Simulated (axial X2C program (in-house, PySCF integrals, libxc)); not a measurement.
# Curves of As₂⁺ by EOM-IP-CCSD

Calculated with an axial X2C code built on PySCF integrals: two-component X2C with atomic mean-field Coulomb and Gaunt terms, Gaussian nuclei, basis As dyall-cv3z with contracted cores.

Energies in eV from the lowest point of the lowest state; states are followed by energy order within each Ω, g and u pooled. Reference: As₂, 10 electrons correlated in 94 virtual spinors with an MP2 remainder; levels at this size can be off by some tenths of an eV. Masses 74.922 and 74.922 u.

| R (Å) | (1)Ω=3/2 | (1)Ω=1/2 | (2)Ω=1/2 |
| --- | --- | --- | --- |
| 1.918 | 1.1819 | 1.0074 | 1.3546 |
| 2.002 | 0.4926 | 0.5890 | 0.6617 |
| 2.085 | 0.1291 | 0.2957 | 0.4462 |
| 2.179 | 0.0000 | 0.1648 | 0.5117 |
| 2.273 | 0.0779 | 0.2416 | 0.7338 |
| 2.398 | 0.3874 | 0.5502 | 1.1674 |

(1) Fit the curves (1)Ω=3/2 near their minima.

For As₂ at CCSD, and between the minima:

Re = 2.106 Å, ωe = 445.1 cm⁻¹; removing the electron costs 9.685 eV without zero-point terms.

T1 of the reference reaches 0.027 (Lee–Taylor). Curves followed by order can swap character. Number of frozen shells: As 3 s, 2 p, 1 d. Roots with under 60 % one-particle weight at any point are counted in the labels but not shown, and the list ends where the roots sought for some Ω run out; states that need a further excitation are missing and may lie low or lowest. Curves with a minimum but no constants failed the fit check.

## Answers

(1) At EOM-IP-CCSD from As₂ (the fit fixes ωe to about one per cent; ωe of higher roots by this method can be off by ten per cent):

| state | Te (cm⁻¹) | Re (Å) | ωe (cm⁻¹) |
| --- | --- | --- | --- |
| (1)Ω=3/2 | 0 | 2.185 | 406.0 |
